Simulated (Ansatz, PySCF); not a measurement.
Y(OH)3 (H3O3Y), SMILES [Y]([OH])([OH])[OH]. Atoms are numbered in the order given.

```xyz
7

Y      0.0001    -0.0002    -0.4058
O     -0.5565    -1.9499    -0.4062
H     -0.8177    -2.8687    -0.4060
O     -1.4101     1.4566    -0.4034
H     -2.0753     2.1421    -0.4019
O      1.9667     0.4932    -0.4055
H      2.8929     0.7268    -0.4050
```
Charge 0, spin multiplicity 1.

The structure is a stationary point at PBE0-D3(BJ)/def2-SVP. The def2 effective core potentials stand for the cores of Y; spin–orbit coupling is left out. Other conformers were not sampled.

Two levels are set side by side: PBE-D3(BJ)/def2-SVP (Ansatz, an electronic-structure program) and PBE0-D3(BJ)/def2-SVP (Ansatz). Each level has its own optimised geometry; the coordinates shown are those of the second. Frequencies come from the Hessian of PySCF at each geometry. Differences are taken from unrounded values.

| quantity | PBE0-D3(BJ) | PBE-D3(BJ) | PBE-D3(BJ) minus PBE0-D3(BJ) |
|---|---|---|---|
| mean bond length (Å) | 1.491 | 1.501 | 0.009 |
| bond Y1–O2 (Å) | 2.028 | 2.036 | 0.008 |
| bond Y1–O4 (Å) | 2.028 | 2.036 | 0.008 |
| bond Y1–O6 (Å) | 2.028 | 2.036 | 0.008 |
| bond O2–H3 (Å) | 0.955 | 0.966 | 0.011 |
| bond O4–H5 (Å) | 0.955 | 0.966 | 0.011 |
| bond O6–H7 (Å) | 0.955 | 0.966 | 0.011 |
| highest harmonic wavenumber (cm⁻¹) | 4025 | 3861 | -163 |
| mean harmonic wavenumber (cm⁻¹) | 1110 | 1063 | -47 |
| zero-point energy (kcal/mol) | 23.80 | 22.80 | -1.00 |

GGA bonds tend to be longer and softer than those of functionals with exact exchange. Differences between two approximate levels are no errors against the true value.
